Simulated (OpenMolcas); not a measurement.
Computed transition rates of Bi

```
Program             : OpenMolcas
Method              : SS-CASPT2, IPEA 0.25 Eh, imaginary shift 0.1 Eh (closed shells correlated: 5d)
Basis               : ANO-RCC-VTZP [8s7p5d3f2g]
Scalar Hamiltonian  : DKH2, point nucleus
Active space        : 5 electrons in 8 orbitals (6s 6p 7s 7p)
State averaging     : 2S+1 = 4 odd, 1 root; 2S+1 = 2 odd, 8 roots
Spin-orbit coupling : state interaction with AMFI integrals over the reference wave functions, term energies averaged over their components
```

Rates come from the transition moments of the reference wave functions (E1 and E2 in the length form). At fixed line strength A goes as λ^-3 for E1 and M1 and as λ^-5 for E2, so a rate at the computed wavelength can be rescaled to the measured one. Measured vacuum wavelengths follow from level energies in NIST Handbook of Basic Atomic Spectroscopic Data. Branching counts decays inside the model space alone, at computed energies, and the table is only a selection of the E2 and M1 lines, drawn from those between levels with measured partners whose computed energy lies within a factor of 1.5 of the measured one.

```
                 Upper                   Lower  Type  λ computed (nm)  λ measured (nm)  A computed (s-1)  A rescaled (s-1)  Branching %
       6s² 6p³ ²D°_5/2  6s² 6p³ ²D°_3/2 [67 %]    M1             2376             2489          5.42e-01          4.71e-01         12.2
6s² 6p³ ²D°_3/2 [67 %]  6s² 6p³ ⁴S°_3/2 [72 %]    M1            955.8            875.7          1.74e+01                           99.2
6s² 6p³ ²D°_3/2 [67 %]  6s² 6p³ ⁴S°_3/2 [72 %]    E2            955.8            875.7          1.36e-01                            0.8
       6s² 6p³ ²P°_1/2  6s² 6p³ ²D°_3/2 [67 %]    M1            879.3            976.4          3.15e+00                            6.8
       6s² 6p³ ²P°_1/2  6s² 6p³ ²D°_3/2 [67 %]    E2            879.3            976.4          1.32e+00          7.82e-01          2.9
       6s² 6p³ ²D°_5/2  6s² 6p³ ⁴S°_3/2 [72 %]    M1            681.6            647.8          2.88e+00                           64.5
       6s² 6p³ ²D°_5/2  6s² 6p³ ⁴S°_3/2 [72 %]    E2            681.6            647.8          1.04e+00                           23.4
       6s² 6p³ ²P°_1/2  6s² 6p³ ⁴S°_3/2 [72 %]    M1              458            461.7          3.69e+01                           80.1
       6s² 6p³ ²P°_1/2  6s² 6p³ ⁴S°_3/2 [72 %]    E2              458            461.7          4.58e+00                            9.9
```

Spin-changing lines and M1 lines between different terms are not rescaled, since their strength hangs on the term gaps too.

The largest correction is for 6s² 6p³ ²P°_1/2 → 6s² 6p³ ²D°_3/2 [67 %] (E2): 1.32e+00 × (879.3 / 976.4)^5 = 7.82e-01 s-1, a factor of 0.59.

No measured rate stands beside these. Rescaling mends the energy factor alone: line strengths can still be far off where a level mixes with configurations outside the active space, and weak or spin-changing lines hang on small mixing coefficients that depend on the term gaps too, so rescaling need not improve them.

CASPT2 does not keep the components of a term degenerate, so their means are used; among the terms shown or strongly mixed into the levels shown the widest spread is 170 cm-1 (6s² 6p³ ²D°). Active for correlation alone: 7p 7s; no level in the range computed is led by a configuration that fills them, so any true level of that kind is missing. Spin-orbit splittings of 6p shells tend to come out small when the coupling is added on scalar orbitals. Computed and measured levels are paired by configuration, term and J; levels that our copy of the source lacks, or whose pairing is in doubt (as where it misses far off the trend of its configuration), stay unpaired. Levels of configurations outside the active space are missing.

A share in square brackets marks a mixed level and gives the weight of the term that names it. ° marks odd parity.
